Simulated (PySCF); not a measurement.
An unknown shows these calculated signals:

1H NMR (600 MHz, computed): δ 7.50 (m, 1H), 7.21 (m, 1H), 5.12 (s, 3H).

13C{1H} NMR (computed): δ 145.2 (CH), 138.1 (CH), 131.2 (C), 112.2 (C), 79.8 (C), 76.2 (C).

Relativity neglected, equivalent nuclei averaged, one conformer, in vacuum. GFN2-xTB structure; GIAO PBE0/pcSseg-1 shieldings; PySCF 2.14.

Chemical shifts δ = σref − σ; 1H, 13C vs TMS, all at this level.

Task: Which of these does the molecule contain: a non-aromatic C=C double bond, a Si–H bond, an N-methyl group, an OH group, a nitrile, a C≡C triple bond?

Result: 
- A non-aromatic C=C double bond: no.
- A Si–H bond: yes (δH 5.12 (s)).
- An N-methyl group: no.
- An OH group: no.
- A nitrile: yes (δC 112.2).
- A C≡C triple bond: yes (δC 76.2, 79.8).

The data belong to `InChI=1S/C6H5N3Si/c7-3-1-2-6-4-9(10)5-8-6/h4-5H,10H3`; they needn't prove each group on their own.

Carbon signals by region: 4 in the sp2 and nitrile region (100–160 ppm), 2 at 50–100 ppm.

Shifts are as computed. Against solution values, carbons near 30 ppm lie about +3 ppm off and those near 130 ppm about +5 ppm. Of 1211 compounds with measured shifts, 218 miss one by over three times the rms of a fit or turn the order of signals round; such compounds aren't used in these exercises. Multiplicities follow the n + 1 count of equivalent neighbours, as no J values were calculated; m marks all less simple cases, F and P coupling included.
